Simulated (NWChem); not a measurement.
Species: InPH₄; SMILES [PH2][InH2]

Computed with NWChem. Structure relaxed at the PBE0/def2-SVP level. def2 effective core potentials on In; no spin-orbit coupling.

Task: Predict the results for LC-wPBE (HJS exchange hole, range parameter 0.4 per bohr)/def2-SVP. Quantities: highest occupied level (eV); orbital gap (eV); dipole (D).

Result: 
```yaml
highest occupied level (eV): -9.50
orbital gap (eV): 9.66
dipole (D): 1.16
```
